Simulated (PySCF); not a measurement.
Molfile (atoms numbered from 1):
```
C4H10BF3O
     RDKit          3D

 19 18  0  0  0  0  0  0  0  0999 V2000
    2.0388   -0.7150   -1.0838 C   0  0  0  0  0  0  0  0  0  0  0  0
    1.1061   -0.5788    0.0916 C   0  0  0  0  0  0  0  0  0  0  0  0
    0.0677    0.3737   -0.1940 O   0  0  0  0  0  0  0  0  0  0  0  0
   -1.1924   -0.1288   -0.6672 C   0  0  0  0  0  0  0  0  0  0  0  0
   -2.0901   -0.5801    0.4583 C   0  0  0  0  0  0  0  0  0  0  0  0
    0.1241    1.7930    0.6547 B   0  0  0  0  0  0  0  0  0  0  0  0
   -0.0301    1.4106    1.9529 F   0  0  0  0  0  0  0  0  0  0  0  0
   -0.9188    2.4905    0.1377 F   0  0  0  0  0  0  0  0  0  0  0  0
    1.3613    2.2631    0.3560 F   0  0  0  0  0  0  0  0  0  0  0  0
    2.8433   -1.4254   -0.8422 H   0  0  0  0  0  0  0  0  0  0  0  0
    1.5158   -1.0851   -1.9785 H   0  0  0  0  0  0  0  0  0  0  0  0
    2.4888    0.2601   -1.3156 H   0  0  0  0  0  0  0  0  0  0  0  0
    0.6279   -1.5317    0.3661 H   0  0  0  0  0  0  0  0  0  0  0  0
    1.6227   -0.1988    0.9820 H   0  0  0  0  0  0  0  0  0  0  0  0
   -1.6375    0.7013   -1.2289 H   0  0  0  0  0  0  0  0  0  0  0  0
   -0.9632   -0.9409   -1.3740 H   0  0  0  0  0  0  0  0  0  0  0  0
   -2.3237    0.2599    1.1257 H   0  0  0  0  0  0  0  0  0  0  0  0
   -3.0314   -0.9685    0.0418 H   0  0  0  0  0  0  0  0  0  0  0  0
   -1.6289   -1.3807    1.0556 H   0  0  0  0  0  0  0  0  0  0  0  0
  1  2  1  0
  2  3  1  0
  3  4  1  0
  4  5  1  0
  3  6  1  0
  6  7  1  0
  6  8  1  0
  6  9  1  0
  1 10  1  0
  1 11  1  0
  1 12  1  0
  2 13  1  0
  2 14  1  0
  4 15  1  0
  4 16  1  0
  5 17  1  0
  5 18  1  0
  5 19  1  0
M  CHG  2   3   1   6  -1
M  END
```

Geometry: PBE0-D3(BJ)/def2-SVP; GIAO absolute shieldings from PySCF 2.14.0 with density-fitted response routines, gas phase, non-relativistic, averaged over equivalent atoms.

At LC-wPBE/pcSseg-1 (203 basis functions, roughly 50 core-seconds):
| atoms | σ (ppm) |
| --- | --- |
| C2/C4 | 122.4 |
| C1/C5 | 175.0 |
| O3 | 275.3 |
| B6 | 101.2 |
| F7/F8/F9 | 341.4 |
| H13/H14/H15/H16 | 27.59 |
| H10/H11/H12/H17/H18/H19 | 30.01 |

Q: What do these become at OPBE/pcSseg-2?

A: 
```
                  atoms  σ at OPBE/pcSseg-2  change
                  C2/C4               115.0    -7.4
                  C1/C5               170.8    -4.2
                     O3               253.6   -21.7
                     B6                97.7    -3.5
               F7/F8/F9               333.0    -8.4
        H13/H14/H15/H16               27.17   -0.42
H10/H11/H12/H17/H18/H19               29.99   -0.02
```

The largest change is at O3 (donor oxygen of a Lewis adduct). Cost: 464 basis functions, about 2.1 core-minutes.
